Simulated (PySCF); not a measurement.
H2OSi. Atoms are numbered in the order given.

```xyz
4

Si     0.0000     0.0000     0.4374
O      0.0000     0.0000    -1.0821
H      0.0000    -1.2270     1.2664
H      0.0000     1.2270     1.2664
```
Charge 0, spin multiplicity 1.

Geometry: B3LYP-D3(BJ)/def2-TZVP.

Method: B3LYP-D3(BJ)/def2-TZVP (PySCF).

Frequencies are harmonic and unscaled.

Computed normal modes with their intensities:
```tsv
mode	ν (cm⁻¹)	IR (km/mol)	moving atoms (share of kinetic energy)
1	688	65.1	H 79 %, Si 12 %, O 9 %
2	698	57.7	H 83 %, Si 14 %
3	1011	44.7	H 95 %
4	1231	77.5	O 60 %, Si 36 %
5	2223	43.9	H 97 %
6	2239	134.0	H 95 %
```
